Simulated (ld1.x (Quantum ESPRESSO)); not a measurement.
Which change was made? (Tl, TM)

ld1.x (Quantum ESPRESSO) 7.5 input, shortened:

```
&input
   title='Tl', zed=81., rel=2, dft='BLYP', iswitch=3,
   config='[Xe] 4f14 5d10 6s1.5 6p1.5', rel_dist='average'
 /
 &inputp
   pseudotype=2, tm=.true., lloc=1,
   nlcc=.true.
 /
2
6S  1  0   1.50   0.00  2.15  2.15  0.0
6P  2  1   1.50   0.00  2.90  2.90  0.0
 &test
   configts(1)='6s1.5 6p1.5'
 /
```

Open shells are filled in proportion to 2j + 1 (rel_dist='average').

Cutoffs, loose and tight: the cutoffs (Ry, on a coarse ladder) from which the occupation-weighted sum of valence levels, in a spherical-Bessel basis at the reference potential, stays within 10 and 1 mRy of its value at 400 Ry. They do not see the model core or the augmentation charge, which bear on the density cutoff. Test errors are all-electron minus pseudo excitation energies from the reference, over the configurations 6s2 6p1; 6s2 6p0; 6s1 6p0; 6s0 6p3; 6s2 6p0.5; 6s2 6p1.3; 6s1 6p1; variants that change the core or the reference have their own tests.

The base gives: outcome: generated, misses its reference levels by 0.82 eV; cutoff, loose: 18 Ry; cutoff, tight: 30 Ry; bound ghosts: none; largest test error (meV): -190.

Q: After one change the result is: outcome: generated, misses its reference levels by 0.81 eV; cutoff, loose: 8 Ry; cutoff, tight: 18 Ry; bound ghosts: none; largest test error (meV): -181. Which change was it?
A. reference 6s2 6p1
B. all radii but the core radius scaled by about 1.38 (s 2.98, p 4.00 bohr)
C. wave 6p (bound): rc 2.90 bohr becomes 6p (bound): rc 3.24 bohr
D. local potential all-electron potential smoothed inside 2.45 bohr (lloc = -1)
E. scalar-relativistic

A: B. The others give: local potential all-electron potential smoothed inside 2.45 bohr (lloc = -1) → outcome: generated; cutoff, loose: 12 Ry; cutoff, tight: 30 Ry; bound ghosts: none; largest test error (meV): -224 | reference 6s2 6p1 → outcome: generated, misses its reference levels by 0.75 eV; cutoff, loose: 18 Ry; cutoff, tight: 30 Ry; bound ghosts: none; largest test error (meV): -294 | scalar-relativistic → outcome: generated; cutoff, loose: 18 Ry; cutoff, tight: 30 Ry; bound ghosts: none; largest test error (meV): -222 | wave 6p (bound): rc 2.90 bohr becomes 6p (bound): rc 3.24 bohr → outcome: generated, misses its reference levels by 0.81 eV; cutoff, loose: 18 Ry; cutoff, tight: 30 Ry; bound ghosts: none; largest test error (meV): -171.
